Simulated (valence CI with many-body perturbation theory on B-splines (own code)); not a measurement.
**Energy levels of Mo9+**

Calculated by relativistic CI+MBPT: five valence electrons over a frozen Dirac-Fock core [Ar] 3d10, a basis of 11 s, 11 p, 10 d, 8 f, 5 g, 2 h functions for each j, with the one-electron correlation potential Σ1, the two-electron term Σ2, the three-electron term Σ3, Breit, model QED; selected CI, second order for the rest, scaled by the run's own slope (own B-spline code, finite nucleus).

No measured spectrum was set against this ion. As an estimate, levels hold to about 250 cm⁻¹ or 0.2 % of their energy and the worst to 1 %, as in measured heavy ions of charge 2 to 7; those with d or f electrons hold less well. Among the levels kept, up to 2800 cm⁻¹ of a level comes from second order outside the variational space, and about a tenth of that is noise between levels of different J, which matters for small intervals.

Levels 136 to 177 of 177, with energies above the lowest level, 4s²4p³ ⁴S°_3/2. "Leading %" is the weight of the configuration and term that name the level; weights of strongly mixed levels are sums over their largest components and can fall short. In the jj column 3d3/2^4 stands for four electrons in 3d with j = 3/2. Lifetimes count E1, E2, E3, M1 and M2 decay at the calculated energies, and are blank where another channel may lead or the interval is too uncertain; long ones can be off by a factor of two.

```
No.  Configuration  Term     J  E (cm⁻¹)  Leading %  Lifetime   Second component                     Leading jj
136        4s4p³4d   ²P°   1/2    748740         51   8.21 ps   7 % 4s²4p²4f ²P°        4s 4p3/2^3 4d5/2 (42 %)
137       4s²4p²4f   ⁴F°   5/2    750330         22   18.3 ps  19 % 4s²4p²5p ⁴D°  4s^2 4p1/2 4p3/2 5p3/2 (34 %)
138       4s²4p²5p   ²D°   5/2    751500         35   21.8 ps  28 % 4s²4p²5p ⁴P°  4s^2 4p1/2 4p3/2 5p1/2 (36 %)
139       4s²4p²5p   ⁴S°   3/2    752170         33   22.7 ps  26 % 4s²4p²5p ²D°  4s^2 4p1/2 4p3/2 5p3/2 (54 %)
140       4s²4p²5p   ⁴P°   1/2    752610         67   34.1 ps  13 % 4s²4p²5p ²S°  4s^2 4p1/2 4p3/2 5p3/2 (71 %)
141       4s²4p²4f   ⁴F°   7/2    753460         19   22.8 ps  17 % 4s²4p²4f ²F°  4s^2 4p1/2 4p3/2 4f7/2 (43 %)
142       4s²4p²4f   ⁴D°   3/2    753480         13   14.3 ps  10 % 4s²4p²5p ⁴S°      4s^2 4p3/2^2 4f7/2 (20 %)
143       4s²4p²4f   ²H°  11/2    755770         50    205 ps  28 % 4s²4p4d² ²H°      4s^2 4p3/2 4d5/2^2 (36 %)
144       4s²4p4d²   ⁴G°   5/2    756080         22   13.0 ps  16 % 4s²4p²4f ⁴D°  4s^2 4p1/2 4p3/2 4f5/2 (20 %)
145       4s²4p4d²   ⁴D°   1/2    756130         47   21.6 ps  36 % 4s²4p²4f ⁴D°      4s^2 4p3/2^2 4f5/2 (22 %)
146       4s²4p²4f   ⁴F°   3/2    756810         42   14.4 ps  10 % 4s²4p4d² ²D°  4s^2 4p1/2 4p3/2 4f5/2 (42 %)
147       4s²4p²4f   ⁴F°   9/2    757060         41   14.8 ps  14 % 4s²4p²4f ²G°  4s^2 4p1/2 4p3/2 4f7/2 (53 %)
148       4s²4p²5p   ⁴D°   7/2    757360         48   20.8 ps  15 % 4s²4p²5p ²F°  4s^2 4p1/2 4p3/2 5p3/2 (50 %)
149       4s²4p²5p   ⁴P°   3/2    758830         43   34.6 ps  22 % 4s²4p²5p ⁴S°  4s^2 4p1/2 4p3/2 5p3/2 (36 %)
150       4s²4p²4f   ²G°   9/2    759110         40   32.5 ps  20 % 4s²4p²4f ⁴F°  4s^2 4p1/2 4p3/2 4f7/2 (46 %)
151       4s²4p²5p   ⁴D°   7/2    760500         22   16.5 ps  12 % 4s²4p²4f ²G°  4s^2 4p1/2 4p3/2 4f5/2 (34 %)
152       4s²4p²4f   ²G°   7/2    764340         26   9.38 ps  24 % 4s²4p4d² ⁴G°  4s^2 4p1/2 4p3/2 4f5/2 (56 %)
153       4s²4p²4f   ⁴F°   5/2    765110         32   9.82 ps  20 % 4s²4p²4f ⁴G°  4s^2 4p1/2 4p3/2 4f5/2 (45 %)
154       4s²4p²5p   ²P°   3/2    765180         35   22.8 ps  13 % 4s²4p²5p ²D°  4s^2 4p1/2 4p3/2 5p3/2 (39 %)
155       4s²4p²5p   ²P°   3/2    765450         22   18.8 ps  17 % 4s²4p²4f ⁴F°  4s^2 4p1/2 4p3/2 5p3/2 (26 %)
156       4s²4p²4f   ²F°   5/2    766380         25   21.4 ps  16 % 4s²4p4d² ²F°  4s^2 4p1/2 4p3/2 4f7/2 (19 %)
157       4s²4p²5p   ²F°   5/2    767630         30   39.9 ps  29 % 4s²4p²5p ²D°  4s^2 4p1/2 4p3/2 5p3/2 (66 %)
158       4s²4p²4f   ⁴G°   9/2    771610         28   9.77 ps  28 % 4s²4p²4f ²G°      4s^2 4p3/2^2 4f5/2 (28 %)
159       4s²4p4d²   ⁴D°   1/2    771880         51   10.1 ps  21 % 4s²4p²4f ⁴D°  4s^2 4p1/2 4d3/2 4d5/2 (39 %)
160       4s²4p²5p   ²P°   1/2    773300         70   37.9 ps  12 % 4s²4p²5p ²S°  4s^2 4p1/2 4p3/2 5p3/2 (45 %)
161       4s²4p4d²   ⁴D°   3/2    773910         55   10.7 ps  14 % 4s²4p4d² ⁴P°  4s^2 4p1/2 4d3/2 4d5/2 (44 %)
162       4s²4p²4f   ²F°   5/2    774860         33   16.9 ps   9 % 4s²4p²4f ⁴D°      4s^2 4p3/2^2 4f7/2 (19 %)
163       4s²4p²4f   ⁴F°   7/2    776600         19   12.9 ps  18 % 4s²4p²4f ²G°      4s^2 4p3/2^2 4f5/2 (32 %)
164       4s²4p4d²   ⁴P°   1/2    777110         67   11.3 ps   7 % 4s²4p4d² ⁴D°  4s^2 4p1/2 4d3/2 4d5/2 (29 %)
165       4s²4p4d²   ⁴D°   5/2    779890         57   12.8 ps   8 % 4s²4p4d² ⁴P°  4s^2 4p3/2 4d3/2 4d5/2 (24 %)
166       4s²4p²4f   ²F°   7/2    781160         36   19.2 ps   9 % 4s²4p²4f ²G°      4s^2 4p3/2^2 4f7/2 (30 %)
167       4s²4p²5p   ²D°   3/2    781830         44   39.4 ps  26 % 4s²4p²5p ²P°      4s^2 4p3/2^2 5p1/2 (72 %)
168       4s²4p²4f   ⁴G°  11/2    782640         43   9.09 ps  43 % 4s²4p4d² ⁴G°      4s^2 4p3/2^2 4f7/2 (34 %)
169       4s²4p²5p   ²D°   5/2    783090         39   22.7 ps  21 % 4s²4p²5p ²F°      4s^2 4p3/2^2 5p3/2 (71 %)
170       4s²4p4d²   ⁴F°   3/2    784100         49   8.11 ps  26 % 4s²4p4d² ⁴P°      4s^2 4p1/2 4d3/2^2 (33 %)
171       4s²4p²5p   ²D°   5/2    784870         61   34.2 ps  17 % 4s²4p²5p ²F°      4s^2 4p3/2^2 5p1/2 (71 %)
172       4s²4p²4f   ²G°   9/2    784990         35   10.4 ps  25 % 4s²4p²4f ⁴F°      4s^2 4p3/2^2 4f7/2 (72 %)
173       4s²4p4d²   ⁴P°   3/2    785270         46   9.29 ps  27 % 4s²4p4d² ⁴F°  4s^2 4p1/2 4d3/2 4d5/2 (30 %)
174       4s²4p²5p   ²F°   7/2    785770         39   18.0 ps  13 % 4s²4p4d² ⁴D°      4s^2 4p3/2^2 5p3/2 (40 %)
175       4s²4p4d²   ⁴F°   5/2    786890         74   7.30 ps    5 % 4s4p³4d ⁴F°  4s^2 4p1/2 4d3/2 4d5/2 (39 %)
176       4s²4p4d²   ⁴F°   7/2    789430         35   9.96 ps  18 % 4s²4p²5p ²F°      4s^2 4p3/2^2 5p3/2 (21 %)
177       4s²4p4d²   ²F°   5/2    789980         34   20.9 ps  21 % 4s²4p²4f ²F°      4s^2 4p3/2^2 4f5/2 (17 %)
```

Names give the largest LS component (configuration and term), which can be under half, so a name can repeat, a term be missing and a line seem to break the LS rules; names also repeat where a configuration has a term twice.

Where two levels of one J and parity lie close, their mixing, g and order are uncertain.
